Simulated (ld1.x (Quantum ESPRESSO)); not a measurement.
## In (Z = 49), TM: configuration errors across variants

In (Z = 49), norm-conserving Troullier–Martins (Kleinman–Bylander form), made with ld1.x (Quantum ESPRESSO) 7.5 (PBE, scalar-relativistic). Core [Kr], reference 4d10 5s2 5p0 (charge +1). Waves: 5p (bound, empty): rc 2.70 bohr; 4d (bound): rc 1.80 bohr; 5s (bound): rc 2.00 bohr. Local part: the s channel. Core correction: Bessel-smoothed model core inside 1.15 bohr.

All-electron excitation energies from the reference (eV): (1) 4d10 5s2 5p1 -5.363; (2) 4d10 5s1 5p0 19.235; (3) 4d10 5s0 5p0 47.555; (4) 4d10 5s2 5p1.3 -5.895; (5) 4d10 5s0 5p3 6.584; (6) 4d10 5s2 5p0.5 -3.423; (7) 4d9 5s2 5p2 12.944.

Errors AE − PS in meV (a dash: test not solved or not reliable):

| change | (1) | (2) | (3) | (4) | (5) | (6) | (7) | bound ghosts |
| --- | --- | --- | --- | --- | --- | --- | --- | --- |
| base | +0.8 | -11 | -56 | +0.9 | -11 | +0.6 | -332 | none |
| core correction none | +3.5 | +8.1 | +58 | +4.3 | +2.4 | +1.6 | -282 | none |
| core correction Bessel-smoothed model core inside 0.92 bohr | +0.8 | -11 | -55 | +0.9 | -11 | +0.6 | -331 | none |
| core correction Bessel-smoothed model core inside 1.32 bohr | +0.8 | -11 | -55 | +0.9 | -11 | +0.6 | -331 | none |
| core correction Bessel-smoothed model core inside 1.68 bohr | +0.9 | -10 | -53 | +1.0 | -11 | +0.6 | -323 | none |
| core correction Bessel-smoothed model core inside 1.90 bohr | +0.9 | -9.2 | -46 | +1.0 | -9.9 | +0.6 | -313 | none |
| core correction Bessel-smoothed model core inside 2.08 bohr | +1.0 | -7.6 | -35 | +1.0 | -8.7 | +0.6 | -305 | none |

Problem. Give the same row for: core correction Bessel-smoothed model core inside 1.02 bohr.

Solution. +0.8, -11, -56, +0.9, -11, +0.6, -331; bound ghosts: none.
